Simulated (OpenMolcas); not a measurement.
**Tb2+: moving or changing the point charges**

Tb2+ among 6 point charges of -1.5 e arranged as a tetragonal octahedron (D4h), 2.41 Å from the ion, with the axial distance 2.073 Å.

```yaml
Program: OpenMolcas
Method: CASSCF
Basis: ANO-RCC-VDZP [7s6p4d2f1g]
Scalar_Hamiltonian: DKH2, point nucleus
Active_space: 9 electrons in 7 orbitals (4f)
State_averaging: 2S+1 = 6 odd, 21 roots; 2S+1 = 4 odd, 128 roots kept (CI in the orbitals of an earlier block, 108 in the spin-orbit step); 2S+1 = 2 odd, 101 roots kept (CI in the orbitals of an earlier block, 41 in the spin-orbit step)
Spin-orbit_coupling: state interaction with AMFI integrals over the reference wave functions
```

Runs around this geometry, states (labels of D4, the rotations of D4h). Energies in cm-1 above the lowest state or level, χT in cm3 K/mol.

```json
{"R (Å)": "2.41", "q (e)": "-0.75", "Ground state": "6E", "First state of that spin": "6A2 527.2", "First gap with spin-orbit (degeneracies)": "337.6 (2, 2)", "Width of lowest J": "853", "χT at 300 K": "13.803"}
{"R (Å)": "2.41", "q (e)": "-1.5", "Ground state": "6E", "First state of that spin": "6A2 1054", "First gap with spin-orbit (degeneracies)": "616.5 (2, 2)", "Width of lowest J": "1637", "χT at 300 K": "13.456"}
{"R (Å)": "2.6", "q (e)": "-1.5", "Ground state": "6E", "First state of that spin": "6A2 815.5", "First gap with spin-orbit (degeneracies)": "490.5 (2, 2)", "Width of lowest J": "1309", "χT at 300 K": "13.598"}
{"R (Å)": "2.84", "q (e)": "-1.5", "Ground state": "6E", "First state of that spin": "6A2 599.9", "First gap with spin-orbit (degeneracies)": "369.2 (2, 2)", "Width of lowest J": "1001", "χT at 300 K": "13.755"}
```

Taking the width of the lowest J multiplet as R^-n, n = -ln(1001 / 1637) / ln(2.84 / 2.41) = 3.0 between the shortest and longest distance.

Scaling the charges by -0.75 / -1.5 = 0.50 scales the width of the lowest J multiplet by 853 / 1637 = 0.52; with fixed orbitals a first-order splitting would follow the charge.

High states are left out of the spin-orbit mixing, which shifts the levels that they would mix with. This is an electrostatic model: the charges have no orbitals. An unlabelled pair can be two single states that coincide in this model. No measured value stands beside these numbers.
